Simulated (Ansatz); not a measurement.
System: C$_{2}$H$_{3}$ClSi, charge 0, singlet. C2H3ClSi (SMILES Cl[SiH2]C#C).
B3LYP-D3(BJ)/def2-TZVP minimum from Ansatz (a first-principles code):
```xyz
7

Si    -0.3921    -0.5080     0.5060
Cl    -1.2190     0.8953    -0.7590
C      1.4172    -0.4771     0.3511
C      2.6186    -0.4649     0.2562
H     -0.9027    -1.8343     0.1191
H     -0.7800    -0.1694     1.8859
H      3.6792    -0.4521     0.1705
```
Charge 0, spin multiplicity 1.

Property: atomisation energy (electronic, to ground-state atoms), in kcal/mol. Radicals and triplets start from unrestricted determinants; spin-orbit coupling is neglected. CBS(X,Y): correlation extrapolated as X^-3, Hartree-Fock from the larger set. A bracket is a step between two methods taken in the basis named. Functionals run without relativity, which enters their misses. 'core' is core correlation in cc-pwCVTZ (1s frozen past Ne), 'X2C' scalar relativity in cc-pVTZ-DK, both at CCSD(T). Where a partner has so few electrons that a lower coupled-cluster level is exact, that level stands in.

CCSD(T)/CBS(cc-pV(T+d)Z,cc-pV(Q+d)Z) + [CCSDT(Q) - CCSD(T)]/cc-pV(D+d)Z + core + X2C (Ansatz) gives 641.0 kcal/mol.

Q: How far off this value is PBE/def2-TZVPD (Ansatz), in which direction, and which of these levels come nearer: r2SCAN/def2-TZVPD, B3LYP/def2-TZVPD, PBE0/def2-TZVPD, wB97M-V/def2-TZVPD, CCSD(T)/CBS(cc-pV(T+d)Z,cc-pV(Q+d)Z) + core + X2C?

A: PBE gives 645.0 kcal/mol, 4.0 kcal/mol above it. Differences of the others: r2SCAN/def2-TZVPD (Ansatz) -3.0; B3LYP/def2-TZVPD (Ansatz) -12.0; PBE0/def2-TZVPD (Ansatz) -6.3; wB97M-V/def2-TZVPD (Ansatz) -1.9; CCSD(T)/CBS(cc-pV(T+d)Z,cc-pV(Q+d)Z) + core + X2C (Ansatz) -0.6 kcal/mol. Nearer than PBE: r2SCAN/def2-TZVPD, wB97M-V/def2-TZVPD, CCSD(T)/CBS(cc-pV(T+d)Z,cc-pV(Q+d)Z) + core + X2C.
